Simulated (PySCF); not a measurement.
## Dipole response of Cr⁺ (chromium, charge +1)

[Ar] 3d5, high-spin 6S determinant. Calculation: PySCF 2.14, in aug-cc-pVDZ-DK (7s6p4d2f, 59 functions); scalar relativity by spin-free X2C-1e. Coupled (time-dependent) response in atomic units; α is the mean over directions. A double-zeta set is small for polarisabilities.

```csv
method,mean α (bohr³),C₆ (like pair),S(−4)
UHF,9.348,33.02,87.30
PBE,14.72,53.51,321.3
PBE0,12.52,45.07,202.4
```

S(−4) is the Cauchy moment in α(ω) = α(0) + S(−4) ω² + …

α(iu) at PBE:

| u (hartree) | α(iu) (bohr³) |
| --- | --- |
| 0 | 14.72 |
| 0.0500 | 13.97 |
| 0.100 | 12.30 |
| 0.200 | 9.082 |
| 0.300 | 7.087 |
| 0.500 | 4.964 |
| 0.750 | 3.558 |
| 1.00 | 2.712 |
| 1.50 | 1.768 |
| 2.00 | 1.265 |
| 3.00 | 0.7429 |
| 5.00 | 0.3373 |

A single London oscillator, α(iu) = α/(1 + u²/ω²), gives C₆ = (3/4) ω α². Matching the computed C₆ needs ω = 4 × 53.51 / (3 × 14.72²) = 0.329 hartree.

For an ion, C₆ is the dispersion term alone; charge-induced terms of lower order in 1/R come first.
